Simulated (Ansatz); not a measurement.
Breaking a bond: SiH (cation, charge +1), singlet.

Computed with: UKS-CAM-B3LYP = unrestricted CAM-B3LYP/cc-pVTZ in Ansatz (a quantum-chemistry and plane-wave program); UCCSDT(Q) = Ansatz with CCSDT(Q) on UHF/cc-pVTZ, frozen core; RCCSDT(Q) = CCSDT(Q) on RHF/cc-pVTZ, frozen core in Ansatz.

Total energies in hartree (comparable only within one method and basis):

```
R / Å  UKS-CAM-B3LYP   UCCSDT(Q)   RCCSDT(Q)
-----  -------------  ----------  ----------
1.23      -289.66598  -289.22062  -289.22064
1.31      -289.68667  -289.24128  -289.24129
1.38      -289.69716  -289.25169  -289.25170
1.42      -289.70071  -289.25518  -289.25519
1.45      -289.70241  -289.25683  -289.25684
1.52      -289.70373  -289.25806  -289.25807
1.57      -289.70284  -289.25713  -289.25714
1.63      -289.70020  -289.25449  -289.25449
1.64      -289.69963  -289.25392  -289.25392
1.77      -289.68945  -289.24397  -289.24397
1.84      -289.68249  -289.23730  -289.23730
2.06      -289.65749  -289.21423  -289.21424
2.29      -289.63035  -289.19116  -289.19120
2.51      -289.61102  -289.17300  -289.17304
2.74      -289.59924           —           —
3.00      -289.59189           —           —
3.33      -289.58712           —           —
3.79      -289.58416           —           —
4.18      -289.58306           —           —
4.59      -289.58252           —           —
5.35      -289.58217           —           —
6.00      -289.58209           —           —
```

Dashes: no converged value, or the column stops at the first point that the program doubted or that broke a chosen test of continuity, which isn't proof of a fault.

The unrestricted determinant behind UKS-CAM-B3LYP is spin-contaminated at 2.29 to 6.00 Å (<S²> up to 1.0, against 0.00 for a pure singlet). The unrestricted determinant behind UCCSDT(Q) is spin-contaminated at 1.23 to 1.64, 2.06 to 6.00 Å (<S²> up to 1.0, against 0.00 for a pure singlet). The T1 diagnostic of CCSD on the restricted reference of RCCSDT(Q) exceeds 0.045 at 3.00 to 6.00 Å.
